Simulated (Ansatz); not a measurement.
BH5OSi2 (`[SiH3][SiH]1BO1`) at its PBE0-D4/def2-TZVP geometry, where that method's forces vanish. Total charge 0; spin multiplicity 1.

```xyz
9

Si   -0.5955    1.3976    0.6383
Si    0.5974   -0.5684    0.2549
B     0.7035   -1.4836   -1.4157
O    -0.3523   -1.7583   -0.6460
H     0.3426    2.4232    1.1692
H    -1.1736    1.8770   -0.6436
H    -1.6872    1.1910    1.6274
H     1.1305   -1.1861    1.4982
H     1.0347   -1.8924   -2.4827
```

(1) What forces (eV/Å) does B3LYP-D4/def2-TZVPP give on these atoms in the Gaussian-basis code of Ansatz? (Best estimate.)

## Answers

(1) Computed: 
```
Si1 -0.067  0.115  0.032
Si2  0.125  0.030  0.182
B3   0.080 -0.084 -0.213
O4  -0.108 -0.083 -0.035
H5  -0.063 -0.056 -0.032
H6   0.033 -0.025  0.081
H7   0.062  0.021 -0.061
H8  -0.029  0.040 -0.061
H9  -0.033  0.042  0.107
```

B3LYP here is the variant with VWN-RPA as its local correlation; programs differ in this.
